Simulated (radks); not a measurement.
Q: The table gives one normalised radial function P(r) = r R(r) of Sm39+ in [Ar] 3d5 (r in bohr). Method: scalar-relativistic Kohn-Sham, SCAN, spin-polarised, spherical densities, finite nucleus; open shells are filled with parallel spins first (spin-orbit coupling, left out, can overturn this in heavy ions); meta-GGA in the generalised Kohn-Sham scheme; Fermi nuclear charge, rms radius 5.0819 fm; computed with a radial shooting solver on a logarithmic mesh with Libxc functionals.

| r | P |
|---|---|
| 0.001005 | 0.0101 |
| 0.001395 | 0.0177 |
| 0.001936 | 0.0312 |
| 0.002688 | 0.0547 |
| 0.003731 | 0.0959 |
| 0.005179 | 0.1671 |
| 0.00719 | 0.2878 |
| 0.009981 | 0.4870 |
| 0.01385 | 0.8012 |
| 0.01908 | 1.2517 |
| 0.02649 | 1.8675 |
| 0.03677 | 2.5690 |
| 0.05104 | 3.1594 |
| 0.07085 | 3.3305 |
| 0.09836 | 2.8424 |
| 0.1365 | 1.8213 |
| 0.1895 | 0.7901 |
| 0.2631 | 0.2026 |
| 0.3653 | 0.0252 |
| 0.503 | 0.0012 |
| 0.6983 | 0.0000 |

Which n and l does it have? It may be an empty orbital.

A: n = 2, l = 1: the number of nodes gives n - l - 1 = 0, the rise at small r (about r^(l+1), flatter next to the nucleus through relativity) gives l, and the extent must fit the shell. The curve is that of 2p up; the table hardly tells the two spins apart. 2p up: eigenvalue -8811.5 eV, 0 radial nodes, <r> = 0.0850 bohr, 90 % of the charge inside 0.138 bohr.
